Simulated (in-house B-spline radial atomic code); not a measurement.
Configurations of Ce⁶⁺, with energies counted from [Kr] 4d10 5s2 5p4. All numbers are computed (Dirac-Hartree-Fock, average of configuration; Fermi nucleus of rms radius 4.8771 fm) with a B-spline radial code for spherical atoms, not measured. Energies include first-order Breit, QED and recoil terms.

Occupations are held fixed; configurations that lie above the ionisation limit could autoionise.

| configuration | E - E(ref) (eV) | highest orbital | its <r> (bohr) |
| --- | --- | --- | --- |
| [Kr] 4d10 5s1 5p4 5d1 | 50.001 | 5d5/2 | 1.927 |
| [Kr] 4d10 5s2 5p3 9d1 | 80.677 | 9d5/2 | 11.32 |
| [Kr] 4d10 5s2 5p3 9g1 | 84.533 | 9g7/2 | 15.56 |
| [Kr] 4d10 5s1 5p4 9d1 | 102.81 | 9d5/2 | 11.31 |
| [Ar] 3d9 4s2 4p6 4d10 4f1 5s2 5p4 | 893.85 | 5p3/2 | 1.575 |
| [Ar] 3d9 4s2 4p6 4d10 5s2 5p4 7f1 | 967.12 | 7f7/2 | 7.198 |
| [Ar] 3d9 4s2 4p6 4d10 5s2 5p4 8f1 | 971.78 | 8f7/2 | 10.05 |

(1) Order these further configurations by energy, lowest first.
A. [Ar] 3d9 4s2 4p6 4d10 5s2 5p4 8s1
B. [Kr] 4d10 5s2 5p3 6g1
C. [Kr] 4d9 5s2 5p4 8f1
D. [Kr] 4d10 5s1 5p4 8g1
E. [Ar] 3d9 4s2 4p6 4d10 5s2 5p4 6f1

(2) How far above the reference does [Kr] 4d9 5s2 5p4 7f1 lie?

(3) How far above the reference does [Kr] 4d10 5s2 5p3 8d1 lie?

(4) How far above the reference does [Kr] 4d10 5s2 5p3 8s1 lie?

## Answers

(1) B (74.027 eV), D (104.43 eV), C (185.69 eV), E (959.42 eV), A (963.36 eV).

(2) 181.07 eV; its least bound orbital is 7f7/2 with <r> = 7.249 bohr.

(3) 76.497 eV; its least bound orbital is 8d5/2 with <r> = 8.361 bohr.

(4) 71.608 eV; its least bound orbital is 8s1/2 with <r> = 6.756 bohr.
